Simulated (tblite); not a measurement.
C₈H₁₀O₂.
Structure used (GFN2-xTB), in Å, numbered top down from 1:
```xyz
20
C8H10O2 angstrom
C     -3.178    0.908    0.507
C     -2.355    0.365   -0.350
C     -2.111   -0.566   -1.446
C     -0.973    0.262   -0.850
C      0.076   -0.395   -0.036
C     -0.146   -1.280    0.924
O      1.344    0.003   -0.456
C      2.374    0.148    0.395
C      3.614    0.545   -0.366
O      2.317   -0.003    1.583
H     -2.843    1.632    1.231
H     -4.226    0.653    0.524
H     -2.121   -1.626   -1.236
H     -2.453   -0.315   -2.440
H     -0.588    1.074   -1.456
H      0.648   -1.741    1.480
H     -1.154   -1.541    1.190
H      4.296   -0.304   -0.383
H      4.108    1.363    0.152
H      3.365    0.830   -1.382
```

Method: GFN2-xTB as coded in tblite; computed harmonic values from a numerical Hessian at the method's own geometry, unscaled. Against measured fundamentals such values can be off by several per cent, at times by over 20. One conformer, not necessarily the lowest. The optimisation stopped once no atom felt more than 0.01 eV/Å.

Lowest wavenumbers of the output (negative numbers stand for imaginary wavenumbers):
```
mode    cm-1
  1     -36.1
  2      22.9
  3      34.2
  4     108.7
  5     121.6
  6     175.4
  7     252.2
  8     285.6
  9     332.3
 10     376.2
```

Question: Is this structure a minimum?

Answer: Not by this Hessian. 1 mode is imaginary beyond 20i (36i cm⁻¹), so at this level the point lies at or near a first-order saddle. The curvature is small, so loose convergence or finite differences may be the whole cause.

Question: Which atoms move in the imaginary mode?

Answer: 36i: H18 (methyl hydrogen) 36 %, H19 (methyl hydrogen) 35 %, H20 (methyl hydrogen) 25 %. These are shares of the mass-weighted motion.

Question: What is the remedy?

Answer: Step along that mode in both directions, optimise again with tighter thresholds and repeat the frequencies. The zero-point energy of this point (98.2 kcal/mol) counts the 53 real modes alone, and thermal corrections from it aren't those of a minimum.
